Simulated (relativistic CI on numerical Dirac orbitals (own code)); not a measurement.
# d9 in a ligand field

Computed with a parametric ligand-field model of a d^n configuration (Racah B and C, spin-orbit zeta, crystal field), exact diagonalisation.

Field parameters in Wybourne normalisation: Td as Oh with Dq negative (B⁴₀ = 21Dq, B⁴₄ = √(5/14) B⁴₀). The field is a parameter set, without covalency.

B = 910 cm⁻¹, C = 3770 cm⁻¹ (C/B = 4.14), Td, no spin-orbit coupling. Tanabe-Sugano data, E/B above the lowest term (Δ = |10Dq|; b, c mark the second and third term of a kind):

| Δ/B | 2T2 | 2E |
| --- | --- | --- |
| 1.0 | 0.00 | 1.00 |
| 2.8 | 0.00 | 2.80 |
| 4.6 | 0.00 | 4.60 |
| 6.4 | 0.00 | 6.40 |
| 8.2 | 0.00 | 8.20 |
| 10.0 | 0.00 | 10.00 |
| 11.8 | 0.00 | 11.80 |
| 13.6 | 0.00 | 13.60 |
| 15.4 | 0.00 | 15.40 |
| 17.2 | 0.00 | 17.20 |
| 19.0 | 0.00 | 19.00 |
| 20.8 | 0.00 | 20.80 |

The ground term stays 2T2.
